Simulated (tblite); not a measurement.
Give a GFN2-xTB geometry of `CC(C)[P@](=S)(CO)C[SiH3]`.

```
atom  x, y, z in Å
C1    -2.3190   -0.6956   -0.6353
C2    -0.8721   -0.9129   -0.2118
C3    -0.7650   -1.9910    0.8588
P4    -0.2176    0.6773    0.5072
S5    -1.2554    1.4035    1.9814
C6    -0.1715    1.9040   -0.8993
O7     0.3890    3.0857   -0.4070
C8     1.5514    0.4214    0.8999
Si9    2.6677   -0.4116   -0.4026
H10   -2.3878    0.0093   -1.4622
H11   -2.8938   -0.3033    0.2038
H12   -2.7669   -1.6362   -0.9504
H13   -0.2563   -1.1736   -1.0798
H14   -1.2188   -2.9187    0.5142
H15   -1.2862   -1.6663    1.7595
H16    0.2745   -2.1913    1.1140
H17    0.4624    1.5560   -1.7171
H18   -1.1931    2.0682   -1.2739
H19   -0.1181    3.3513    0.3776
H20    1.5722   -0.1250    1.8464
H21    1.9223    1.4294    1.1127
H22    2.6262    0.3353   -1.6583
H23    4.0153   -0.4056    0.1614
H24    2.2292   -1.7904   -0.6318
```

Any rigid rotation of these coordinates is as good. Atoms count from 1 in this order. P4 (phosphorus bonded to 3 C and S) is distorted tetrahedral (angles from 103.3° to 115.1°). Of the pairs four or more bonds apart, S5···H19 is among the closest relative to their van der Waals radii: 2.77 Å, 92 % of the sum of Bondi's values. The 3 C–P bonds span 1.830 Å (P4–C8, drawn single) to 1.867 Å (P4–C6, drawn single), a spread of 0.037 Å. Si9 (SiH3 silicon) is distorted tetrahedral (angles from 105.9° to 110.8°).

Bonds between heavy atoms (Å): C1–C2 1.523, C2–C3 1.523, C2–P4 1.864, P4=S5 1.944, P4–C6 1.867, C6–O7 1.397, P4–C8 1.830, C8–Si9 1.907.

Structure optimised with GFN2-xTB, isolated species.

Point group: C1 (no symmetry element, even within 0.4 Å). Its GFN2-xTB frequencies are all real (lowest 16 cm⁻¹). The numbers are those of one conformer (C1–C2–P4–S5 56°, C2–P4–C6–O7 -177°, P4–C6–O7–H -54°, C2–P4–C8–Si9 46°). 3 starts were optimised and ended at 0.00, 0.04 and 3.64 kcal/mol (GFN2-xTB); the lowest of these is shown.

All values are computed, not measured.
